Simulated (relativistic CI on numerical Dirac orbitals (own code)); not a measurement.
d1 to d9 in one tetrahedral field

Computed with a parametric ligand-field model without spin-orbit coupling, by exact diagonalisation: B = 890, C = 4040, 10Dq = -8500 cm⁻¹ (Td; |10Dq|/B = 9.6) for every shell. Energies in cm⁻¹; the field energy is (0.6 n_e − 0.4 n_t2) × 10Dq of the ground term; g labels are left out.

| Shell | Ground term | Electrons in e | Field energy | First spin-allowed bands | Lowest term of other spin |
| --- | --- | --- | --- | --- | --- |
| d1 | 2E | 1.000 | -5100 | 2T2 8500 |  |
| d2 | 3A2 | 2.000 | -10200 | 3T2 8500, 3T1 14079 | 1E 14684 |
| d3 | 4T1 | 1.920 | -6118 | 4T2 7407, 4A2 15907 | 2E 10177 |
| d4 | 5T2 | 2.000 | -3400 | 5E 8500 | 3T1 13743 |
| d5 | 6A1 | 2.000 | 0 | none | 4T1 23337 |
| d6 | 5E | 3.000 | -5100 | 5T2 8500 | 3T1 14381 |
| d7 | 4A2 | 4.000 | -10200 | 4T2 8500, 4T1 14079 | 2E 18049 |
| d8 | 3T1 | 3.920 | -6118 | 3T2 7407, 3A2 15907 | 1T2 13904 |
| d9 | 2T2 | 4.000 | -3400 | 2E 8500 |  |

Every shell keeps the spin of the free ion. Tetrahedral fields of 3d complexes are almost always too weak to pair spins. High-spin d^(n+5) repeats the spin-allowed bands of d^n, since the half-filled shell is spherical.
